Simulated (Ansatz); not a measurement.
Abridged output of a molecular run in Ansatz:

```
Functional definition: HF
1591 factors; integrals over basis functions are off by at most 1.0e-3 eV
mean field evaluation 1: about -23661.2093 eV, gradient 4.1e1 eV
mean field evaluation 2: about -23661.4323 eV, gradient 4.1e1 eV
mean field evaluation 4: about -23665.6184 eV, gradient 3.7e0 eV
mean field evaluation 8: about -23665.6775 eV, gradient 2.3e-1 eV
mean field -23665.67782481 eV, -869.6976188891 hartree, gradient 2.4e-6 eV, S^2 0.000000; 0 other end points of the search recorded, 0 dependent functions left out
13 core orbitals not correlated: weight in the atoms' cores, before any rotation towards them, 1.000 or more for the frozen orbitals, at most 0.000 for the correlated occupied ones
reference -23665.67782481 eV, -869.6976188891 hartree; 15, 15 occupied and 247, 247 virtual orbitals, 1591 factors
second order -21.86462137 eV of doubles, -0.00000000 eV of singles
cycle   1  -22.84523560 eV  change   -9.8e-1 eV  update   9.3e-2
cycle   2  -23.38158582 eV  change   -5.4e-1 eV  update   2.7e-2
cycle   3  -23.46725511 eV  change   -8.6e-2 eV  update   1.3e-2
cycle   4  -23.45730638 eV  change    9.9e-3 eV  update   3.7e-3
cycle   5  -23.45704616 eV  change    2.6e-4 eV  update   1.8e-3
cycle   6  -23.45727526 eV  change   -2.3e-4 eV  update   5.2e-4
cycle   7  -23.45716053 eV  change    1.1e-4 eV  update   1.8e-4
cycle   8  -23.45719546 eV  change   -3.5e-5 eV  update   6.1e-5
cycle   9  -23.45721269 eV  change   -1.7e-5 eV  update   1.9e-5
perturbative correction -0.93414170 eV, -0.0343290743 hartree
Total energy: -23690.06917919 eV, -870.5939846298 hartree
```

Its atoms:

Cartesian coordinates in Å:
```
N 0.4377 1.6904 -1.0104
B 0.9850 0.5549 -0.4259
C 0.2171 -0.8136 -0.4085
Si -0.7973 -1.0191 1.1363
Cl -2.3269 0.3715 1.1431
H 0.8957 2.5847 -0.9974
H -0.4733 1.7095 -1.4383
H 2.0580 0.6622 0.1012
H -0.4714 -0.9327 -1.2526
H 0.9148 -1.6590 -0.4187
H 0.0015 -0.7946 2.3656
H -1.4411 -2.3543 1.2056
```

Q: Which basis set was used?
A. def2-TZVPPD
B. def2-SVPD
C. def2-TZVPP
D. cc-pV(Q+d)Z

A: C. It gives 275 functions.

Q: Write the keys of the input that set method, charge and spin (a neutral closed shell needs none for the last two).

A: 
```yaml
correlation: {method: ccsd_t}
```
